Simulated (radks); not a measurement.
The numbers below are computed, except where a source is named.
Coulomb parameter of the 4d shell of the niobium ion Nb+ in the model configuration [Kr] 4d3 5s1, as a second difference U = [E(n + 0.5) + E(n - 0.5) - 2 E(n)] / (0.5)^2 with all orbitals relaxed. "Bare": the charge of the atom changes with n. "Screened": the 5s shell takes up the change at fixed total charge, which measures U(4d,4d) + U(5s,5s) - 2 U(4d,5s). Level of theory: scalar-relativistic Kohn-Sham, PBE, spin-unpolarised, spherical densities, point nucleus (a radial shooting solver on a logarithmic mesh with Libxc functionals).

[
 {"case": "start", "configuration": "[Kr] 4d3 5s1", "E - E(n) (eV)": "0.000"},
 {"case": "bare +0.5", "configuration": "[Kr] 4d3.5 5s1", "E - E(n) (eV)": "-4.557"},
 {"case": "bare -0.5", "configuration": "[Kr] 4d2.5 5s1", "E - E(n) (eV)": "6.929"},
 {"case": "screened +0.5", "configuration": "[Kr] 4d3.5 5s0.5", "E - E(n) (eV)": "-0.317"},
 {"case": "screened -0.5", "configuration": "[Kr] 4d2.5 5s1.5", "E - E(n) (eV)": "0.595"}
]

U(bare) = 9.490 eV, U(screened by 5s) = 1.113 eV, against the Slater integral F0(4d,4d) = 12.766 eV with frozen orbitals.
